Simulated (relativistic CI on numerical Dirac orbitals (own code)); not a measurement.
**Zn4+: K-beta X-ray emission**

Computed with this model: Dirac-Coulomb-Breit CI, orbitals from a KLI potential per configuration, model QED, valence Slater integrals scaled by 0.8, multiplet model of X-ray emission after core ionisation; configurations [Ar] 3d8 → 1s 2s2 2p6 3s2 3p6 3d8 → [Ne] 3s2 3p5 3d8; 80 K; Lorentzian 1.6 eV and Gaussian 1 eV FWHM. Energies are those of the free ion, without screening or charge transfer. S is read from ⟨S²⟩ = S(S + 1).

Field parameters in Wybourne normalisation: D4h B²₀ = −7Ds, B⁴₀ = 21(Dq − Dt), B⁴₄ = 21√(5/14) Dq; Oh B⁴₀ = 21Dq, B⁴₄ = √(5/14) B⁴₀; Td as Oh with Dq negative (B⁴₀ = 21Dq, B⁴₄ = √(5/14) B⁴₀). The field is a parameter set, without covalency.

Peaks in eV (height, largest 100): 9561.2 (41), 9563.4 (25), 9567.4 (22), 9571.0 (67), 9575.6 (84), 9581.6 (100).

Which surroundings give this spectrum?
A. Td, 10Dq = -12250 cm⁻¹
B. Oh, 10Dq = 30450 cm⁻¹
C. free ion
D. D4h, 10Dq = 10800, Ds = 2940, Dt = -470 cm⁻¹

C. free ion, where the ground state has S = 1.00.
